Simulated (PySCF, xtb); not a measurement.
Cd(SMe)(SiH3) (CH6CdSSi), SMILES C[S][Cd][SiH3].

GFN2-xTB (xtb 6.7.1) at its own geometry gives an orbital gap of 2.57 eV and a dipole moment of 4.57 D.

Coordinates come from a B3LYP-D3(BJ)/def2-SVP optimisation. The structure was generated by enumeration; whether it is a known compound was not checked. The def2 effective core potentials stand for the cores of Cd; spin–orbit coupling is left out. One conformer was computed; it need not be the lowest.

What does HF/def2-TZVP run with PySCF give? (The exact figures need the calculation; the answer reports its results.)

gap 10.21 eV (levels -9.01 and 1.20 eV), dipole 1.74 D.
